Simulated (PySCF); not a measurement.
FeF2: breathing scan

Level of theory: PySCF, UTPSS, basis Fe def2-TZVP, F def2-TZVP (no relativity, density fitting).

Rigid scan from the quintet minimum (Fe–F 1.750 Å (×2); F–Fe–F 180.0°). Coordinate: all bonds to the central atom scaled together. Energies in kJ/mol from the minimum.

(1) Predict the curve at 0.88, 0.92, 0.96, 1.00, 1.04, 1.08, 1.14, 1.22, 1.35.

## Answers

(1) 
```csv
scale of all bonds to the centre,E (kJ/mol),⟨S²⟩
0.88,167.0,6.00
0.92,64.0,6.00
0.96,13.9,6.01
1.00,0.0,6.01
1.04,10.7,6.01
1.08,37.7,6.01
1.14,96.8,6.01
1.22,192.3,6.01
1.35,354.4,6.02
```

With open d or f shells other occupations or spin states may lie lower.
